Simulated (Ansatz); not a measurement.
Frontier orbitals of CH4BrFSSi, SMILES `C[Si](F)(S)Br`.

Z-matrix (Å, degrees):
```
C
Si 1 1.845
H 1 1.091 2 110.4
H 1 1.092 2 110.1 3 120.3
H 1 1.093 2 110.2 3 -120.1
F 2 1.594 1 107.8 3 -177.7
S 2 2.117 1 114.7 3 59.3
Br 2 2.208 1 111.2 3 -59.9
H 7 1.346 2 93.2 1 55.6
```

Charge 0, multiplicity 1. Correlated methods include outer-core shells of Br, which these sets cover unevenly. Scalar relativity is left out up to krypton. The structure was optimised at the PBE0-D4/def2-TZVP level. It is one conformer, not always the lowest. Basis def2-TZVPP, Ansatz 0.2.0.

Orbital energies of one run (eV). Highest occupied ones, from the top: -10.74, -11.36, -11.66, -12.40, -12.77, -14.35, -14.91, -15.04, -15.80, -16.07, -16.28, -18.42, -23.61, -24.42. Empty: 2.39, 2.80, 3.00, 3.37, 3.66, 4.54.

**Question.** Which functional gave them?
A. r2SCAN0
B. CAM-B3LYP
C. BHLYP
D. LC-ωPBE

**Answer.** D. HOMO energies: LC-ωPBE -10.74, r2SCAN0 -8.16, BHLYP -9.08, CAM-B3LYP -9.30 eV.

LC-ωPBE has ω = 0.4 bohr⁻¹.
